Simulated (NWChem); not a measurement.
System: Br, doublet

Parts of the log:

```
             Northwest Computational Chemistry Package (NWChem) 7.3.0
             --------------------------------------------------------

                             Geometry "geometry" -> ""
                             -------------------------

 Output coordinates in angstroms (scale by  1.889725989 to convert to a.u.)

  No.       Tag          Charge          X              Y              Z
 ---- ---------------- ---------- -------------- -------------- --------------
    1 Br                  35.0000     0.00000000     0.00000000     0.00000000

 Effective nuclear repulsion energy (a.u.)       0.0000000000

                                 NWChem DFT Module
                                 -----------------

 Summary of "ao basis" -> "ao basis" (spherical)
 ------------------------------------------------------------------------------
       Tag                 Description            Shells   Functions and Types
 ---------------- ------------------------------  ------  ---------------------
 Br                        def2-qzvp                25       75   11s7p4d2f1g

            General Information
            -------------------
          SCF calculation type: DFT
          Wavefunction type:  spin polarized.
          No. of atoms     :     1
          No. of electrons :    35
           Alpha electrons :    18
            Beta electrons :    17
          Charge           :     0
          Spin multiplicity:     2
          Use of symmetry is: off; symmetry adaption is: off
          Maximum number of iterations: 150
          AO basis - number of functions:    75
                     number of shells:    25
          Convergence on energy requested:  1.00D-06
          Convergence on density requested:  1.00D-05
          Convergence on gradient requested:  5.00D-04

              XC Information
              --------------
                  TPSS metaGGA Exchange Functional  1.000
             TPSS03 metaGGA Correlation Functional  1.000

             Grid Information
             ----------------
          Grid used for XC integration:  medium
          Radial quadrature: Mura-Knowles
          Angular quadrature: Lebedev.
          Tag              B.-S. Rad. Rad. Pts. Rad. Cut. Ang. Pts.
          ---              ---------- --------- --------- ---------
          Br                  1.15      112           6.0       590
          Grid pruning is: on
          Number of quadrature shells:   112
          Spatial weights used:  Erf1

      Superposition of Atomic Density Guess
      -------------------------------------

 Sum of atomic energies:       -2572.44808256

      Non-variational initial energy
      ------------------------------

 Total energy =   -2572.269069
 1-e energy   =   -3581.983128
 2-e energy   =    1009.714060
 HOMO         =      -0.388100
 LUMO         =       0.266189

     ---------------------------------------------
      Total Density - Mulliken Population Analysis
     ---------------------------------------------

    Atom       Charge   Shell Charges
 -----------   ------   -------------------------------------------------------
    1 Br  35    35.00   1.80 -0.02  0.18  0.76  1.05  0.25  1.05  0.86  0.43  1.17  0.48  6.00  3.32  2.22  0.61  1.66  2.37  0.82  8.40  1.43  0.17  0.00  0.00  0.00  0.00

     --------------------------------------------
      Spin Density - Mulliken Population Analysis
     --------------------------------------------

    Atom       Charge   Shell Charges
 -----------   ------   -------------------------------------------------------
    1 Br  35     1.00   0.00  0.00  0.00  0.00  0.00  0.00  0.00  0.00  0.00  0.00  0.00  0.00  0.02 -0.01  0.02  0.33  0.47  0.16 -0.00 -0.00 -0.00 -0.00  0.00  0.00  0.00

   convergence    iter        energy       DeltaE   RMS-Dens  Diis-err
 ---------------- ----- ----------------- --------- --------- ---------
 d= 0,ls=0.0,diis     1  -2574.0506353063 -2.57D+03  2.31D-03  1.00D+00
                                                     1.55D-03  9.85D-01
 d= 0,ls=0.5,diis     2  -2574.0681505496 -1.75D-02  4.65D-04  1.33D-02
                                                     4.88D-04  1.35D-02
 d= 0,ls=0.5,diis     3  -2574.0692476005 -1.10D-03  1.75D-04  4.75D-03
                                                     1.78D-04  4.71D-03
 d= 0,ls=0.5,diis     4  -2574.0695864915 -3.39D-04  7.15D-05  4.05D-05
                                                     6.81D-05  3.42D-05
 d= 0,ls=0.5,diis     5  -2574.0695983006 -1.18D-05  2.47D-05  2.85D-06
                                                     2.05D-05  1.88D-06
  Resetting Diis
 d= 0,ls=0.5,diis     6  -2574.0695996524 -1.35D-06  8.59D-06  2.37D-07
                                                     6.52D-06  1.63D-07
 d= 0,ls=0.5,diis     7  -2574.0695997962 -1.44D-07  3.35D-06  2.28D-08
                                                     2.61D-06  1.50D-08

         Total DFT energy =    -2574.069599815233
      One electron energy =    -3581.033133159402
           Coulomb energy =     1098.135892700076
    Exchange-Corr. energy =      -91.172359355907
 Nuclear repulsion energy =        0.000000000000

 Numeric. integr. density =       35.000000007419

                    DFT Final Alpha Molecular Orbital Analysis
                    ------------------------------------------

 Vector   16  Occ=1.000000D+00  E=-3.403099D-01
              MO Center=  2.6D-15, -3.1D-14, -3.1D-14, r^2= 1.4D+00
   Bfn.  Coefficient  Atom+Function         Bfn.  Coefficient  Atom+Function
  ----- ------------  ---------------      ----- ------------  ---------------
    29      0.409582  1 Br pz                26      0.362098  1 Br pz
    28      0.291618  1 Br py                25      0.257810  1 Br py
    17     -0.181952  1 Br pz                32      0.136637  1 Br pz
    20     -0.131401  1 Br pz                16     -0.129548  1 Br py
    31      0.097284  1 Br py                19     -0.093556  1 Br py

[...]
```

Level: TPSS/def2-QZVP, spin-unrestricted. The open p shell is one determinant without spherical averaging. No stability test was run on the SCF state.

Problem. Reconstruct the input file.

Solution. Several could match; the one computed here: the input that was run:
```
start job
memory heap 200 mb stack 900 mb global 1100 mb
geometry units angstroms noautoz
  Br     0.000000     0.000000     0.000000
end
basis spherical
  * library def2-qzvp
end
dft
  odft
  mult 2
  xc xtpss03 ctpss03
  iterations 150
  mulliken
end
task dft energy
```
